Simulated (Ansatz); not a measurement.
Cost and result for the atomization energy of C2H8B2, SMILES `BBCC` (12 atoms, 11 bonds).

Z-matrix (Å, degrees):
```
C
B 1 1.563
C 1 1.523 2 118.3
H 1 1.101 2 106.5 3 -125.5
H 1 1.101 2 106.4 3 125.4
B 2 1.639 1 129.0 3 -0.1
H 2 1.210 1 115.9 3 179.9
H 3 1.093 1 111.1 2 59.7
H 3 1.093 1 111.1 2 -59.7
H 3 1.093 1 112.2 2 180.0
H 6 1.201 2 122.3 1 -91.6
H 6 1.201 2 122.2 1 91.6
```

The species carries charge 0 and has multiplicity 1. The structure was optimised at the PBE0-D4/def2-TZVP level. It is one conformer, not always the lowest. Program: Ansatz. All runs use 2 threads of an Intel Xeon Platinum 8375C on a shared host. Times are those of one run each, without the atoms' runs, and a repeat can differ threefold. Electronic energies, without spin–orbit coupling; frozen cores. CCSD(T)/CBS adds CCSD(T) − MP2 in def2-TZVPP to the MP2 limit, and its time is that of the two runs behind it. T1 = 0.011.

CCSD(T)/CBS is a level of theory with its own doubt, some kJ/mol a heavy atom from the limit and from the frozen cores, so smaller differences don't rank the functionals.

```csv
level,functions,wall time
BLYP-D4/def2-TZVPP,236,2.4 s
PBE0-D4/def2-TZVPP,236,2.7 s
PBE-D4/def2-TZVPP (with forces),236,3 s
BHLYP-D4/def2-TZVPP,236,3 s
CAM-B3LYP-D4/def2-TZVPP,236,3.5 s
CCSD(T)/def2-SVP,96,3.8 s
r2SCANh-D4/def2-TZVPP,236,4.1 s
ωB97X-V/def2-TZVPP,236,7.5 s
B97M-V/def2-TZVPP,236,8.5 s
ωB97M-V/def2-TZVPP (with forces),236,11 s
MP2/def2-QZVPP,468,22 s
CCSD(T)/def2-TZVPP,236,3.2 min
CCSD(T)/CBS(def2),–,3.6 min
```

**Question.** What atomization energy does each give, and how far from CCSD(T)/CBS? (Estimate.)

**Answer.** Computed: 
```
                           level  atomization (kJ/mol)  difference from CCSD(T)/CBS  per bond
              BLYP-D4/def2-TZVPP                4385.9                         10.8       1.0
              PBE0-D4/def2-TZVPP                4428.8                         53.7       4.9
 PBE-D4/def2-TZVPP (with forces)                4460.1                         85.0       7.7
             BHLYP-D4/def2-TZVPP                4353.5                        -21.6      -2.0
         CAM-B3LYP-D4/def2-TZVPP                4437.3                         62.2       5.6
                CCSD(T)/def2-SVP                4224.0                       -151.1     -13.7
           r2SCANh-D4/def2-TZVPP                4415.4                         40.3       3.7
              ωB97X-V/def2-TZVPP                4408.3                         33.2       3.0
               B97M-V/def2-TZVPP                4432.3                         57.2       5.2
ωB97M-V/def2-TZVPP (with forces)                4415.9                         40.8       3.7
                  MP2/def2-QZVPP                4372.0                         -3.1      -0.3
              CCSD(T)/def2-TZVPP                4293.0                        -82.1      -7.5
               CCSD(T)/CBS(def2)                4375.1                          0.0       0.0
```

In def2-TZVPP, CCSD(T) changes the Hartree–Fock value by +844.0 kJ/mol (the triples alone add +39.2 kJ/mol) and MP2 by +874.8 kJ/mol; breaking electron pairs costs correlation energy, which Hartree–Fock lacks. From BLYP to BHLYP (50 % exact exchange), in def2-TZVPP and without D4, the atomization energy moves by −13.2 kJ/mol: exact exchange takes away binding that semilocal exchange gives to molecules. Leaving LDA and LC-ωPBE aside and taking each functional with its dispersion term where it has one, the values spread over 106.6 kJ/mol, from BHLYP-D4 to PBE-D4. LDA lies +486.7 kJ/mol from PBE without D4, its usual overbinding.
